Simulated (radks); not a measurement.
Spin polarisation of the 4f3 shell in Pr. Start: [Xe] 4f(up 1.5, down 1.5) 6s2; electrons of 4f are moved from spin down to spin up, other shells keep equal spins. Calculated with a radial shooting solver on a logarithmic mesh with Libxc functionals: scalar-relativistic Kohn-Sham, PBEsol, spin-polarised, spherical densities, finite nucleus; Fermi nuclear charge, rms radius of each element as measured or else 0.836 A^(1/3) + 0.57 fm.

moment (Bohr magnetons)  E - E(0) (eV)  e(4f up) (eV)  e(4f down) (eV)  6s down minus up (eV)  5p down minus up (eV)  5s down minus up (eV)
0                                0.000         -1.286           -1.286                  0.000                 0.000                 0.000
0.75                            -0.084         -1.493           -1.046                  0.038                  0.271                  0.350
1.5                             -0.335         -1.665           -0.775                  0.077                  0.542                  0.699
2.25                            -0.752         -1.797           -0.468                  0.117                  0.814                  1.049
3                               -1.332         -1.876           -0.118                  0.161                  1.086                  1.398

At moment 3 the spin-polarisation energy is -1.332 eV and the 4f exchange splitting 1.759 eV, that is 0.586 eV per Bohr magneton; E = -I m^2/4 would give I = 0.592 eV.
